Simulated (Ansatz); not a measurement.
Isolated molecules relaxed with PBE0-D4/def2-TZVP in Ansatz; ΔE leaves out vibrations. CBS: MP2 limit from def2 TZ/QZ plus the TZ coupled-cluster correction, frozen cores. def2 core potentials past Kr. For Sb outer-core shells are correlated without core-valence functions, which leaves a few kJ/mol of doubt a bond. Each species was taken in one conformer, which may not be the lowest.

Consider the ligand exchange at the Sb–O bond: `[SbH2][O]C1=CC1` + `C=NCO` → `C=NC[O][SbH2]` + `OC1=CC1`.

```
          species  HF/def2-QZVPP energy (Eh)
`[SbH2][O]C1=CC1`                 -430.60675
          `C=NCO`                 -208.01860
  `C=NC[O][SbH2]`                 -447.85009
        `OC1=CC1`                 -190.77093
```

(1) Work out ΔE.

Largest T1 diagnostic among the species: 0.014.

Results:

(1) ΔE = (-447.85009) + (-190.77093) − (-430.60675) − (-208.01860) = 0.00433 Eh = +11.4 kJ/mol. CCSD(T)/CBS gives +3.2 kJ/mol.

In def2-TZVPP, CCSD(T) changes the Hartree–Fock value by −5.7 kJ/mol (the triples alone add −0.7 kJ/mol) and MP2 by −5.8 kJ/mol.
